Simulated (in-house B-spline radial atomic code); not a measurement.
Zn+ is squeezed into an impenetrable sphere of radius R (the orbitals vanish at R). Method: non-relativistic PBE, spin-polarised, spherical fractional occupations, point nucleus. Calculated with an all-electron radial atomic-structure program (B-spline basis).

Energies in eV above the free ion in [Ar] 3d10 4s1:

| R (bohr) | highest level (eV) | [Ar] 3d10 4s1 | [Ar] 3d9 4s1 4f1 | [Ar] 3d10 4d1 | -dE/dV in [Ar] 3d10 4s1 (GPa) |
| --- | --- | --- | --- | --- | --- |
| 9.57 | -14.2 | 0.0002045 | 26.08 | 12.45 | 0.000349 |
| 6.87 | -14.2 | 0.02363 | 29.09 | 13.78 | 0.0725 |
| 4.77 | -13.2 | 0.7096 | 37.59 | 19.18 | 4.24 |
| 4.29 | -12.3 | 1.519 | 42.14 | 22.38 | 11.3 |
| 3.46 | -8.09 | 5.908 | 57.13 | 33.41 | 72 |
| 2.93 | -0.767 | 15 | 77.95 | 49.42 | 276 |
| 2.74 | 3.89 | 21.4 | 90.14 | 58.99 | 467 |
| 2.08 | 42.4 | 84.59 | 185.1 | 135.8 | 3890 |
| 1.88 | 69.6 | 136.9 | 252.9 | 191.9 | 8360 |
| 1.3 | 302 | 733.5 | 931.4 | 773.5 | 125000 |

**Question.** Does [Ar] 3d9 4s1 4f1 fall below [Ar] 3d10 4s1 under compression?

**Answer.** No, it stays above over the whole range.

**Question.** Does [Ar] 3d10 4d1 fall below [Ar] 3d10 4s1 under compression?

**Answer.** No, it stays above over the whole range.

The highest level is first positive in the row R = 2.74 bohr, pushed up by confinement above the zero of the free ion's potential. Each configuration is held fixed and needn't be the lowest in the sphere.
